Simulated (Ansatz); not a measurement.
Born–Oppenheimer molecular dynamics of AlClFH₃O (7 atoms, charge 0, multiplicity 1). It starts at the highest image of a converged band, a first-order saddle point between two minima.

Method: RKS PBE0-D4/cc-pVDZ in Ansatz 0.2.0.

| Quantity | Value |
| --- | --- |
| ensemble | NVE (velocity Verlet) |
| time step | 0.5 fs |
| steps asked | 200 |
| starting velocities drawn for | 300 K |
| seed | 9216 |

First frame:

```xyz
7
Properties=species:S:1:pos:R:3
Al -0.119 0.270 -0.009
Cl 0.014 0.093 2.426
H 1.260 -0.175 -0.622
O -1.702 -0.181 -0.512
H -1.866 -0.947 -1.068
F -0.166 1.968 0.616
H -0.097 1.396 1.788
```

What does the run give?

All steps were run.

| Property | Result |
| --- | --- |
| steps done | 200 |
| time covered | 100 fs |
| mean temperature over the second half | 223 K |
| spread of the potential energy over the second half | 2.7 meV per atom |
| mean potential energy of the second half above the start | 7.1 meV per atom |

The conserved energy stayed within 0.022 meV per atom of its start (net change 0.012 meV per atom), so the integration is sound. A run of 0.1 ps of so small a system gives no equilibrium averages. The orbitals stay closed-shell, which can raise the energy where a bond breaks towards radicals; this wasn't checked here.

What happens to the structure?

Between its relaxed ends the band would form Cl2–H7 and break F6–H7. These pairs go: Cl2–H7 1.46 → 1.31 Å, F6–H7 1.31 → 1.99 Å. In the last frame they stand as after the step (other bonds may differ from the relaxed reactants and products). Also parted: Al1–Cl2 2.45 → 2.97 Å. It ends as AlFH2O + ClH. Pairs count as bonded within 1.25 times the sum of covalent radii (0.12 Å more for H–H). Another seed would give other details.

How do temperature and energy run in time?


```json
{"time (fs)": "0.0", "T (K)": "300", "potential energy less start (eV)": "0.000", "conserved less start (meV/atom)": "0.00"}
{"time (fs)": "8.0", "T (K)": "180", "potential energy less start (eV)": "0.078", "conserved less start (meV/atom)": "0.01"}
{"time (fs)": "16.0", "T (K)": "131", "potential energy less start (eV)": "0.109", "conserved less start (meV/atom)": "0.01"}
{"time (fs)": "24.0", "T (K)": "195", "potential energy less start (eV)": "0.068", "conserved less start (meV/atom)": "0.01"}
{"time (fs)": "32.0", "T (K)": "170", "potential energy less start (eV)": "0.084", "conserved less start (meV/atom)": "0.01"}
{"time (fs)": "40.0", "T (K)": "103", "potential energy less start (eV)": "0.128", "conserved less start (meV/atom)": "0.02"}
{"time (fs)": "48.0", "T (K)": "143", "potential energy less start (eV)": "0.102", "conserved less start (meV/atom)": "0.02"}
{"time (fs)": "56.0", "T (K)": "245", "potential energy less start (eV)": "0.036", "conserved less start (meV/atom)": "0.01"}
{"time (fs)": "64.0", "T (K)": "257", "potential energy less start (eV)": "0.028", "conserved less start (meV/atom)": "0.01"}
{"time (fs)": "72.0", "T (K)": "235", "potential energy less start (eV)": "0.042", "conserved less start (meV/atom)": "0.01"}
{"time (fs)": "80.0", "T (K)": "235", "potential energy less start (eV)": "0.042", "conserved less start (meV/atom)": "0.01"}
{"time (fs)": "88.0", "T (K)": "218", "potential energy less start (eV)": "0.053", "conserved less start (meV/atom)": "0.01"}
{"time (fs)": "96.0", "T (K)": "170", "potential energy less start (eV)": "0.084", "conserved less start (meV/atom)": "0.01"}
```

Time of the run: 6.8 min on 2 threads of Intel(R) Xeon(R) Platinum 8259CL CPU @ 2.50GHz (Skylake/Cascade Lake), on a shared host, peak memory 0.18 GiB.
